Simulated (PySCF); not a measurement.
Molfile (atoms numbered from 1):
```
C2H8BFS
     RDKit          3D

 13 12  0  0  0  0  0  0  0  0999 V2000
    1.5528   -0.6239    0.5354 B   0  0  0  0  0  0  0  0  0  0  0  0
    0.3021    0.0436   -0.7994 S   0  0  0  0  0  0  0  0  0  0  0  0
   -0.3064    1.5966   -0.1247 C   0  0  0  0  0  0  0  0  0  0  0  0
   -1.1404   -1.0052   -0.4676 C   0  0  0  0  0  0  0  0  0  0  0  0
   -2.2109   -0.6046   -1.1934 F   0  0  0  0  0  0  0  0  0  0  0  0
    0.9394   -0.6029    1.5929 H   0  0  0  0  0  0  0  0  0  0  0  0
    1.8287   -1.7349    0.1122 H   0  0  0  0  0  0  0  0  0  0  0  0
    2.4718    0.1729    0.4543 H   0  0  0  0  0  0  0  0  0  0  0  0
   -1.2062    1.8993   -0.6757 H   0  0  0  0  0  0  0  0  0  0  0  0
   -0.5109    1.4768    0.9486 H   0  0  0  0  0  0  0  0  0  0  0  0
    0.4896    2.3386   -0.2681 H   0  0  0  0  0  0  0  0  0  0  0  0
   -1.3625   -0.9499    0.6104 H   0  0  0  0  0  0  0  0  0  0  0  0
   -0.8355   -2.0270   -0.7419 H   0  0  0  0  0  0  0  0  0  0  0  0
  2  1  1  1
  2  3  1  0
  2  4  1  0
  4  5  1  0
  1  6  1  0
  1  7  1  0
  1  8  1  0
  3  9  1  0
  3 10  1  0
  3 11  1  0
  4 12  1  0
  4 13  1  0
M  CHG  2   1  -1   2   1
M  END
```

Geometry: PBE0-D3(BJ)/def2-SVP; GIAO absolute shieldings from PySCF 2.14, gas phase, non-relativistic, averaged over equivalent atoms.

At BLYP/pcSseg-2 (299 basis functions, 49 s wall time on 1 thread of an Arm Neoverse V2, shared host):
```csv
atoms,σ (ppm)
B1,122.2
S2,376.2
C4,70.0
C3,146.9
F5,380.7
H13,25.92
H12,26.51
H9/H10/H11,29.18
H6/H7/H8,29.77
```

Question: Predict the values at KT2/pcSseg-2 on the same geometry.

Answer: 
| atoms | σ at KT2/pcSseg-2 | change |
| --- | --- | --- |
| B1 | 130.1 | +7.9 |
| S2 | 442.9 | +66.7 |
| C4 | 81.7 | +11.7 |
| C3 | 155.2 | +8.3 |
| F5 | 378.9 | -1.8 |
| H13 | 25.75 | -0.17 |
| H12 | 26.36 | -0.15 |
| H9/H10/H11 | 29.00 | -0.18 |
| H6/H7/H8 | 29.58 | -0.19 |

The largest change is at S2 (sulfur bonded to 2 C, B). Cost: 299 basis functions, 49 s wall time on 1 thread of an Arm Neoverse V2, shared host.
